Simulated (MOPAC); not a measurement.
MOPAC input (PM7):

```
PM7 1SCF CHARGE=-1 GEO-OK AUX(PRECISION=9) THREADS=1
C4H2FS

F     2.12166500 1   -0.06449600 1    0.02732100 1
C     0.77091700 1    0.15520100 1   -0.02866000 1
C     0.16827600 1    1.34442500 1   -0.28934800 1
C    -1.28015400 1    1.31667000 1   -0.29249300 1
C    -1.67766500 1    0.05204700 1   -0.02183000 1
S    -0.31812800 1   -1.15459300 1    0.24739700 1
H     0.77047500 1    2.22992000 1   -0.47682400 1
H    -2.66364800 1   -0.38603200 1    0.06657700 1
```

Output:

```
 *******************************************************************************
 **                                                                           **
 **                              MOPAC v23.2.5                                **
 **                                                                           **
 *******************************************************************************
 ** MOPAC's Digital Object Identifier: https://doi.org/10.5281/zenodo.6511958 **
 **                                                                           **
 ** Please cite the open-source release paper for use of this MOPAC version:  **
 ** J. E. Moussa and J. J. P. Stewart (2026)                                  **
 ** MOPAC: An open-source semiempirical molecular orbital program             **
 ** J. Open Source Softw., 11(119), 8025, https://doi.org/10.21105/joss.08025 **
 *******************************************************************************

                              PM7 CALCULATION RESULTS

 *******************************************************************************
 *  PM7        - The PM7 Hamiltonian to be used
 *  GEO-OK     - OVERRIDE INTERATOMIC DISTANCE AND OTHER SAFETY CHECKS
 *
 *
 *
 *                 CHARGE ON SYSTEM = -1
 *
 *
 *
 *  1SCF       - DO 1 SCF AND THEN STOP
 *  AUX        - OUTPUT AUXILIARY INFORMATION
 *******************************************************************************
PM7 1SCF CHARGE=-1 GEO-OK AUX(PRECISION=9) THREADS=1
 C4H2FS

   ATOM   CHEMICAL          X               Y               Z
  NUMBER   SYMBOL      (ANGSTROMS)     (ANGSTROMS)     (ANGSTROMS)

     1       F          2.12166500  *  -0.06449600  *   0.02732100  *
     2       C          0.77091700  *   0.15520100  *  -0.02866000  *
     3       C          0.16827600  *   1.34442500  *  -0.28934800  *
     4       C         -1.28015400  *   1.31667000  *  -0.29249300  *
     5       C         -1.67766500  *   0.05204700  *  -0.02183000  *
     6       S         -0.31812800  *  -1.15459300  *   0.24739700  *
     7       H          0.77047500  *   2.22992000  *  -0.47682400  *
     8       H         -2.66364800  *  -0.38603200  *   0.06657700  *

          CARTESIAN COORDINATES

    NO.       ATOM           X           Y           Z

     1         F          2.1217     -0.0645      0.0273
     2         C          0.7709      0.1552     -0.0287
     3         C          0.1683      1.3444     -0.2893
     4         C         -1.2802      1.3167     -0.2925
     5         C         -1.6777      0.0520     -0.0218
     6         S         -0.3181     -1.1546      0.2474
     7         H          0.7705      2.2299     -0.4768
     8         H         -2.6636     -0.3860      0.0666

 General Reference for PM7:
 "Optimization of Parameters for Semiempirical Methods VI: More Modifications to the
 NDDO Approximations and Re-optimization of Parameters", J. J. P. Stewart, J. Mol. Mod., 1:32, 19 (2013)
 https://link.springer.com/article/10.1007/s00894-012-1667-x

           Empirical Formula: C4 H2 F S  =     8 atoms

      MOLECULAR POINT GROUP   :   Cs

      RHF CALCULATION, NO. OF DOUBLY OCCUPIED LEVELS = 16

 -------------------------------------------------------------------------------
 PM7 1SCF CHARGE=-1 GEO-OK AUX(PRECISION=9) THREADS=1
 C4H2FS

     1SCF WAS SPECIFIED, SO BFGS WAS NOT USED
     SCF FIELD WAS ACHIEVED

                              PM7 CALCULATION
                                                       MOPAC v23.2.5 Linux

          FINAL HEAT OF FORMATION =          7.75195 KCAL/MOL =      32.43417 KJ/MOL

          COSMO AREA              =        121.22 SQUARE ANGSTROMS
          COSMO VOLUME            =        111.09 CUBIC ANGSTROMS

          IONIZATION POTENTIAL    =          3.166892 EV
          HOMO LUMO ENERGIES (EV) =         -3.167  4.297
          NO. OF FILLED LEVELS    =         16
          MOLECULAR WEIGHT        =        101.1182         POINT GROUP:  Cs

          MOLECULAR DIMENSIONS (Angstroms)

            Atom       Atom       Distance
            H     8    F     1     4.79626
            H     7    S     6     3.38007
            C     4    F     1     0.00000

          SCF CALCULATIONS        =          1

   ATOM   CHEMICAL          X               Y               Z
  NUMBER   SYMBOL      (ANGSTROMS)     (ANGSTROMS)     (ANGSTROMS)

     1       F          2.12166500  *  -0.06449600  *   0.02732100  *
     2       C          0.77091700  *   0.15520100  *  -0.02866000  *
     3       C          0.16827600  *   1.34442500  *  -0.28934800  *
     4       C         -1.28015400  *   1.31667000  *  -0.29249300  *
     5       C         -1.67766500  *   0.05204700  *  -0.02183000  *
     6       S         -0.31812800  *  -1.15459300  *   0.24739700  *
     7       H          0.77047500  *   2.22992000  *  -0.47682400  *
     8       H         -2.66364800  *  -0.38603200  *   0.06657700  *

                             CARTESIAN COORDINATES

   1    F        2.121665000    -0.064496000     0.027321000
   2    C        0.770917000     0.155201000    -0.028660000
   3    C        0.168276000     1.344425000    -0.289348000
   4    C       -1.280154000     1.316670000    -0.292493000
   5    C       -1.677665000     0.052047000    -0.021830000
   6    S       -0.318128000    -1.154593000     0.247397000
   7    H        0.770475000     2.229920000    -0.476824000
   8    H       -2.663648000    -0.386032000     0.066577000

           Empirical Formula: C4 H2 F S  =     8 atoms

      MOLECULAR POINT GROUP   :   Cs

                  EIGENVALUES
 -36.37000 -25.46838 -19.76229 -18.29790 -14.24476 -13.25564 -12.25424 -11.97168
 -11.26164  -8.20177  -7.69422  -7.63832  -6.76170  -4.40395  -4.02886  -3.16689
   4.29651   4.65502   5.08225   5.30234   5.37577   5.79463   6.69037   7.29524
   7.52694   7.65963   9.71816  10.45638  10.66740  11.36377  12.19058

              NET ATOMIC CHARGES AND DIPOLE CONTRIBUTIONS

  ATOM NO.   TYPE          CHARGE      No. of ELECS.   s-Pop       p-Pop       d-Pop
    1          F          -0.225866        7.2259     1.97019     5.25568
    2          C           0.034728        3.9653     1.13136     2.83392
    3          C          -0.237794        4.2378     1.10696     3.13083
    4          C          -0.277266        4.2773     1.36848     2.90879
    5          C          -0.336957        4.3370     1.12853     3.20842
    6          S          -0.205697        6.2057     1.89260     4.19448     0.11862
    7          H           0.128832        0.8712     0.87117
    8          H           0.120019        0.8800     0.87998
 DIPOLE           X         Y         Z       TOTAL
 POINT-CHG.     1.498    -1.071     0.241     1.857
 HYBRID         1.686    -1.149     0.259     2.056
 SUM            3.184    -2.220     0.500     3.914

          ATOMIC ORBITAL ELECTRON POPULATIONS

     Atom    s        px        py        pz      x^2-y^2     xz        z^2       yz        xy
    1  F   1.97019   1.30932   1.96850   1.97786
    2  C   1.13136   0.74401   0.98504   1.10487
    3  C   1.10696   1.07809   1.01077   1.04197
    4  C   1.36848   1.00561   1.20992   0.69326
    5  C   1.12853   0.95995   0.96235   1.28613
    6  S   1.89260   1.08780   1.27713   1.82955   0.00640   0.03581   0.01466   0.00672   0.05502
    7  H   0.87117
    8  H   0.87998

 **********************
 *                    *
 * JOB ENDED NORMALLY *
 *                    *
 **********************

 == MOPAC DONE ==
```

The dipole moment of an ion depends on the origin.

The geometry given is a B3LYP-D3(BJ)/def2-TZVP minimum.
